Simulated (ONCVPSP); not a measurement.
Pseudopotential generation for Ca: ONCV, PBE, scalar-relativistic.

| Item | Value |
| --- | --- |
| Element | calcium (Ca) |
| Generator | ONCVPSP 4.0.1 |
| Type | optimised norm-conserving Vanderbilt (ONCV) |
| Functional | PBE |
| Relativity | scalar-relativistic |
| Frozen core | [Ne] |
| Valence charge | 10 |
| Reference configuration | 3s2 3p6 4s1 4p1 |
| Partial waves | 3s+4s: rc 1.50 bohr, ncon 3, nbas 7, qcut 7.2 1/bohr, 2 projectors; 3p+4p: rc 2.30 bohr, ncon 5, nbas 8, qcut 4.9 1/bohr, 2 projectors; d scattering state at 0.02 Ha: rc 2.40 bohr, ncon 4, nbas 7, qcut 3.6 1/bohr, 3 projectors, debl 3.5 Ha |
| Local potential | polynomial inside 1.10 bohr (lpopt 5, dvloc0 3 Ha) |
| Core correction | none |

In the d channel the program set the typed energies aside and used -0.111, 3.389, 6.889 Ha.

All-electron outer shells of the reference configuration (PBE, scalar-relativistic, ld1.x):

| shell | level (eV) | outermost node (bohr) | outermost maximum (bohr) |
| --- | --- | --- | --- |
| 2p | -336.13 | – | 0.25 |
| 3s | -48.45 | 0.45 | 0.99 |
| 3p | -29.35 | 0.42 | 1.04 |
| 4s | -4.42 | 1.42 | 3.33 |
| 4p | -1.94 | 1.62 | 4.28 |

Calculated quality:

```
Cutoffs needed           : 19 Ha and 28 Ha (the cutoffs (Ha) at which the residual kinetic energy of the hardest occupied pseudo-wave falls to 1 and 0.1 mHa per electron)
Ghost test               : no bound ghost flagged; no localised positive-energy state flagged
Largest excitation error : +57 meV (all-electron minus pseudo) for 3s2 3p5 4s2 4p0, out of 4 test configurations
```

Generation and tests took about 4.7 s on one core of a shared server CPU.
